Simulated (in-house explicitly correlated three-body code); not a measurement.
Computed with an exponentially correlated three-body code. Model: two electrons around a point charge, non-relativistic, variational in 260 exponentially correlated functions (energies converged to about 1e-7 hartree, or 1e-8 relative for large Z).

Command:
```bash
python run_hyl.py task.json out
```
Settings (lengths in bohr, energies in hartree):
```
Z                      2.5
nuclear_mass           2
interaction_strength   1
functions              260
states_tried           13
```

Time taken, with all properties: 33 s on 1 thread of Intel(R) Xeon(R) Platinum 8375C CPU @ 2.90GHz (Ice Lake), with other jobs on the host.

**Those bound S and P states to n = 4 that converged, binding against the one-electron ion.**

Given: nuclear charge 2.5; mass of the centre 2 electron masses.

Computed: one-electron threshold -2.08333333 hartree.

```
term  energy (hartree)  binding (eV)
1 1S       -3.23851897        31.434
2 3P                 ?             ?
2 3S                 ?             ?
2 1S        -2.3125561        6.2375
2 1P       -2.26310971         4.892
3 3S        -2.1868408        2.8166
3 1S       -2.18203485        2.6858
4 3S       -2.14005513        1.5435
4 1S        -2.1380919        1.4901
```

**Question.** What belongs in the row 2 3P?

**Answer.** energy (hartree): -2.36553158; binding (eV): 7.679.

**Question.** What belongs in the row 2 3S?

**Answer.** energy (hartree): -2.3299619; binding (eV): 6.7111.

**Converged states only, values per electron or pair.**

```json
{"term": "1 1S", "mean r (bohr)": "1.0479", "mean r squared (bohr²)": "1.4967", "mean inverse r (1/bohr)": "1.4746", "mean r12 (bohr)": "1.4885", "mean inverse r12 (1/bohr)": "0.89621", "mean cosine": "0.068098", "mean p1 dot p2 (bohr⁻²)": "-0.14723", "delta r1 (bohr⁻³)": "1.1484", "delta r12 (bohr⁻³)": "0.085739"}
{"term": "2 3P", "mean r (bohr)": "?", "mean r squared (bohr²)": "?", "mean inverse r (1/bohr)": "?", "mean r12 (bohr)": "?", "mean inverse r12 (1/bohr)": "?", "mean cosine": "?", "mean p1 dot p2 (bohr⁻²)": "?", "delta r1 (bohr⁻³)": "?", "delta r12 (bohr⁻³)": "-"}
{"term": "2 3S", "mean r (bohr)": "2.7651", "mean r squared (bohr²)": "12.985", "mean inverse r (1/bohr)": "0.98208", "mean r12 (bohr)": "4.6959", "mean inverse r12 (1/bohr)": "0.25045", "mean cosine": "0.041384", "mean p1 dot p2 (bohr⁻²)": "-0.029125", "delta r1 (bohr⁻³)": "0.77761", "delta r12 (bohr⁻³)": "-"}
{"term": "2 1S", "mean r (bohr)": "?", "mean r squared (bohr²)": "?", "mean inverse r (1/bohr)": "?", "mean r12 (bohr)": "?", "mean inverse r12 (1/bohr)": "?", "mean cosine": "?", "mean p1 dot p2 (bohr⁻²)": "?", "delta r1 (bohr⁻³)": "?", "delta r12 (bohr⁻³)": "?"}
{"term": "2 1P", "mean r (bohr)": "3.187", "mean r squared (bohr²)": "18.043", "mean inverse r (1/bohr)": "0.94906", "mean r12 (bohr)": "5.5145", "mean inverse r12 (1/bohr)": "0.2191", "mean cosine": "0.038265", "mean p1 dot p2 (bohr⁻²)": "-0.028985", "delta r1 (bohr⁻³)": "0.74818", "delta r12 (bohr⁻³)": "0.00026446"}
{"term": "3 3S", "mean r (bohr)": "5.9018", "mean r squared (bohr²)": "68.015", "mean inverse r (1/bohr)": "0.89822", "mean r12 (bohr)": "10.929", "mean inverse r12 (1/bohr)": "0.11742", "mean cosine": "0.020045", "mean p1 dot p2 (bohr⁻²)": "-0.027053", "delta r1 (bohr⁻³)": "0.74801", "delta r12 (bohr⁻³)": "-"}
{"term": "3 1S", "mean r (bohr)": "6.1616", "mean r squared (bohr²)": "74.625", "mean inverse r (1/bohr)": "0.89735", "mean r12 (bohr)": "11.449", "mean inverse r12 (1/bohr)": "0.12266", "mean cosine": "0.014087", "mean p1 dot p2 (bohr⁻²)": "-0.04528", "delta r1 (bohr⁻³)": "0.74713", "delta r12 (bohr⁻³)": "0.0034468"}
{"term": "4 3S", "mean r (bohr)": "10.379", "mean r squared (bohr²)": "222.31", "mean inverse r (1/bohr)": "0.86949", "mean r12 (bohr)": "19.87", "mean inverse r12 (1/bohr)": "0.067353", "mean cosine": "0.011946", "mean p1 dot p2 (bohr⁻²)": "-0.018436", "delta r1 (bohr⁻³)": "0.74137", "delta r12 (bohr⁻³)": "-"}
{"term": "4 1S", "mean r (bohr)": "10.732", "mean r squared (bohr²)": "238.36", "mean inverse r (1/bohr)": "0.8691", "mean r12 (bohr)": "20.577", "mean inverse r12 (1/bohr)": "0.069331", "mean cosine": "0.0095034", "mean p1 dot p2 (bohr⁻²)": "-0.025584", "delta r1 (bohr⁻³)": "0.7411", "delta r12 (bohr⁻³)": "0.0014305"}
```

**Question.** What belongs in the row 2 3P?

**Answer.** mean r (bohr): 2.0872; mean r squared (bohr²): 7.108; mean inverse r (1/bohr): 1.0184; mean r12 (bohr): 3.4245; mean inverse r12 (1/bohr): 0.36108; mean cosine: -0.020837; mean p1 dot p2 (bohr⁻²): -0.29713; delta r1 (bohr⁻³): 0.71212.

**Question.** What belongs in the row 2 1S?

**Answer.** mean r (bohr): 2.9199; mean r squared (bohr²): 14.79; mean inverse r (1/bohr): 0.97973; mean r12 (bohr): 5.0081; mean inverse r12 (1/bohr): 0.27352; mean cosine: 0.018953; mean p1 dot p2 (bohr⁻²): -0.10321; delta r1 (bohr⁻³): 0.77309; delta r12 (bohr⁻³): 0.012065.
